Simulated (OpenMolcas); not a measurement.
# Levels of Mn3+ by method

```
Program             : OpenMolcas 26.06
Basis               : ANO-RCC-VDZP [5s4p2d1f]
Scalar Hamiltonian  : DKH2, point nucleus
Active space        : 4 electrons in 9 orbitals (RAS2 3d 4s; RAS3 4p, at most 2 electrons)
State averaging     : 2S+1 = 5 even, 15 roots; 2S+1 = 3 even, 90 roots kept (CI in the orbitals of an earlier block); 2S+1 = 1 even, 78 roots kept (CI in the orbitals of an earlier block); 2S+1 = 5 odd, 9 roots (0 in the spin-orbit step); 2S+1 = 3 odd, 5 roots kept (CI in the orbitals of an earlier block, 0 in the spin-orbit step)
Spin-orbit coupling : state interaction with AMFI integrals over the reference wave functions, term energies averaged over their components
```

Methods on the same reference wave functions:
A. RASSCF
B. SS-RASPT2, IPEA 0.25 Eh, imaginary shift 0.1 Eh (closed shells correlated: 3s 3p)
C. MS-RASPT2, IPEA 0.25 Eh, imaginary shift 0.1 Eh (closed shells correlated: 3s 3p)

Energies in cm-1 above 3d4 5D0, the measured ground level; measured values from Corliss and Sugar, J. Phys. Chem. Ref. Data 6, 1253 (1977).

| Level | A | B | C | Measured |
| --- | --- | --- | --- | --- |
| 3d4 5D0 | 0.0 | 0.0 | 0.0 | 0.0 |
| 3d4 5D1 | 110 | 112 | 112 | 99.0 |
| 3d4 5D2 | 324 | 328 | 328 | 287 |
| 3d4 5D3 | 635 | 640 | 640 | 552 |
| 3d4 5D4 | 1032 | 1036 | 1036 | 886 |
| 3d4 3H4 | 24803 | 23170 | 23170 | 21281 |
| 3d4 3H5 | 25036 | 23420 | 23420 | 21475 |
| 3d4 3H6 | 25296 | 23690 | 23690 | 21679 |
| 3d4 3P0(1) | 26272 | 21700 | 21700 | 20654 |
| 3d4 3P1(1) | 26933 | 22390 | 22390 | 21279 |
| 3d4 3P2(1) | 28114 | 23570 | 23570 | 22325 |
| 3d4 3F2(1) | 28305 | 24370 | 24370 | 22791 |
| 3d4 3F3(1) | 28384 | 24460 | 24460 | 22862 |
| 3d4 3F4(1) | 28510 | 24590 | 24590 | 22959 |
| 3d4 3G3 | 31210 | 27360 | 27360 | 25440 |
| 3d4 3G4 | 31488 | 27640 | 27640 | 25671 |
| 3d4 3G5 | 31725 | 27900 | 27900 | 25878 |
| 3d4 1I6 | 37368 | 34900 | 34900 |  |
| 3d4 1G4(1) | 39096 | 33430 | 33430 |  |
| 3d4 3D3 | 40231 | 33310 | 33310 | 31385 |
| 3d4 3D2 | 40320 | 33400 | 33400 | 31474 |
| 3d4 3D1 | 40423 | 33500 | 33500 | 31581 |
| 3d4 1S0(1) | 45200 | 35310 | 35310 |  |
| 3d4 1D2(1) | 48576 | 42560 | 42560 |  |

Deviations, from unrounded energies. A percentage is the sum of absolute deviations over the sum of measured energies, with the sign that they share, or ± where signs differ.

```tsv
Against measurement	Levels	A	B	C
mean absolute deviation (cm-1)	19	4700	1400	1400
fine structure of the ground term (%)	4	+15.2	+16.0	+16.0
other terms of the ground configuration (%)	15	+24.0	+7.0	+7.0
```

B, C lie about equally close to measurement and A furthest from it. The largest miss of C in the table is 3d4 3G5, by +2000 cm-1. The ranking rests on the paired levels alone, and a cruder setting can come out closer through cancelling errors.

Between B and C no level of the table moves by more than 5 cm-1.

The two smallest mean deviations differ by little beside CASPT2's spread within terms, so their order carries little weight.

From A to B the spin-free energies of the other terms of 3d4 shown, above 5D, scale by factors of 0.78 to 0.93, as is usual when dynamic correlation screens the repulsion within a d or f shell.

The lowest spin-free term lies below A's lowest term by 0.273 hartree in B, 0.273 hartree in C.

Term energies are means over components that CASPT2 splits; among the terms shown or strongly mixed into the levels shown the widest spread is 300 cm-1 (3d4 1I, C). Some high roots are left out of the spin-orbit mixing, which shifts the levels that they would mix with. Terms from blocks run as CI alone lack orbitals of their own. The basis is small and was not contracted for so high a charge. Without dynamic correlation excited terms often stand tens of per cent too high (terms of higher spin than the ground term too low), and those without a measured partner can miss by more than the paired ones (holds for A). The CASPT2 spread within a term exceeds the gap to the next term for 3d4 1G(1) and 3d4 3D, so the order of their levels is uncertain (holds for B; C). Blocks of more than 70 roots (2S+1 = 3 even, 1 even) ran without multistate coupling (holds for C). Measured partners are found by configuration, term and J. A level has none where our copy of the source lacks it or the pairing is in doubt (some pairs that miss far off the trend of their configuration count as doubtful), and it then counts in no deviation. Only configurations of the active space appear. Levels that lie high or do not pair safely by name in every column are left out.

A number in round brackets counts repeated terms of one configuration in the order of the reference energies.
